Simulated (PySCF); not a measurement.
A structure optimised at B3LYP-D3(BJ)/def2-SVP, used in a PySCF frequency run:

```
Ga
C 1 1.9684
H 2 1.1000 1 112.29
H 2 1.1016 3 109.14 1 121.50
H 2 1.1017 3 109.09 4 117.13
C 1 1.9684 2 132.40 3 -0.67
H 6 1.1000 1 112.29 2 -0.67
H 6 1.1016 7 109.14 1 121.50
H 6 1.1017 7 109.09 8 117.13
Cl 1 2.1922 2 113.80 3 179.33
```
Charge 0, spin multiplicity 1.

Question: Write its SMILES, formula and point group.

Answer: [CH3][Ga]([CH3])[Cl], C2H6ClGa, C2

Question: What are its rotational constants (standard atomic weights)?

Answer: 4.6048, 2.8720, 1.8091 GHz
